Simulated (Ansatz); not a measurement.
Reaction (substitution at a C–Ge bond): `O=C[CH2][GeH3]` + CH₃OH → `COCC=O` + GeH₄

Program: Ansatz. Geometries: PBE0-D4/def2-TZVP. ΔE: electronic, gas phase. CCSD(T)/CBS adds triple-zeta CCSD(T) − MP2 to the extrapolated MP2 energy (def2 sets, frozen cores). This one scheme is used for every species. DFT in def2-TZVPP. B3LYP here is the variant with VWN-RPA as its local correlation; programs differ in this. For Ge outer-core shells are correlated without core-valence functions, which leaves a few kJ/mol of doubt a bond. Scalar relativity is left out up to krypton. One conformer a species, not always the lowest.

```csv
level,ΔE (kcal/mol),difference from CCSD(T)/CBS
PBE-D4,16.3,-1.2
r2SCAN-D4,16.0,-1.5
PBE0-D4,16.4,-1.1
B3LYP-D4,15.4,-2.1
ωB97X-V,14.6,-2.9
ωB97M-V,15.5,-2.0
B2PLYP,16.1,-1.4
PBE,16.1,-1.4
r2SCAN,16.1,-1.4
PBE0,16.3,-1.2
B3LYP,15.2,-2.3
HF/def2-TZVPP,13.4,-4.1
MP2/def2-TZVPP,18.7,1.2
SCS-MP2/def2-TZVPP,17.0,-0.5
CCSD/def2-TZVPP,16.2,-1.3
CCSD(T)/def2-TZVPP,16.4,-1.1
HF/def2-QZVPP,13.3,-4.2
MP2/def2-QZVPP,19.3,1.8
SCS-MP2/def2-QZVPP,17.6,0.1
HF/CBS(def2),13.3,-4.2
MP2/CBS(def2),19.8,2.3
CCSD/CBS(def2),17.3,-0.2
CCSD(T)/CBS,17.5,0
```

Largest T1 diagnostic among the species: 0.013.

In def2-TZVPP, CCSD(T) changes the Hartree–Fock value by +3.0 kcal/mol (the triples alone add +0.2 kcal/mol) and MP2 by +5.3 kcal/mol.
